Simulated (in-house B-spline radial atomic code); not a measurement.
## Ionising Mo VIII (Mo7+) with different functionals

Computed with an all-electron radial atomic-structure program (B-spline basis): scalar-relativistic (spin-free X2C) Hamiltonian, Fermi nucleus of rms radius 4.4091 fm, spin-polarised at highest spin, spherical fractional occupations for the functionals, the average over the highest-spin determinants for Hartree-Fock. The ionisation energy is the difference of two self-consistent energies, [Ar] 3d10 4s2 4p5 → [Ar] 3d10 4s2 4p4, without Breit or QED terms; ε is the level of the shell that loses the electron (its least bound occupied spin orbital). There is no spin-orbit coupling in this Hamiltonian.

Hybrids are left out here: with spherical fractional occupations of an open shell their exact exchange keeps a self-interaction that integer-occupation calculations don't have.

```csv
method,rung,ΔSCF (eV),-ε(4p) (eV)
Hartree-Fock,Hartree-Fock,143.22,143.85
LDA VWN5,LDA,145.02,135.67
LDA PW92,LDA,145.02,135.66
LDA exchange-only,LDA,?,?
PBE,GGA,144.63,135.38
PBEsol,GGA,144.66,135.40
BLYP,GGA,144.49,135.20
RPBE,GGA,144.54,135.33
PW91,GGA,144.78,135.51
BP86,GGA,144.83,135.54
AM05,GGA,?,?
OLYP,GGA,144.75,135.64
TPSS,meta-GGA,144.75,135.58
SCAN,meta-GGA,144.98,135.96
r2SCAN,meta-GGA,144.96,135.94
revTPSS,meta-GGA,144.73,135.58
```

Q: What does LDA exchange-only give?

A: ΔSCF 142.91 eV, and -ε(4p) = 133.65 eV.

Q: What does AM05 give?

A: ΔSCF 144.70 eV, and -ε(4p) = 135.43 eV.

Q: How do they compare with the NIST value?

A: NIST lists 144 eV ± 1 (measured, ground level to ground level). Errors run from -0.69 to +1.42 eV; all lie within about twice that uncertainty, so the table can't rank the methods. Hartree-Fock also lacks correlation.
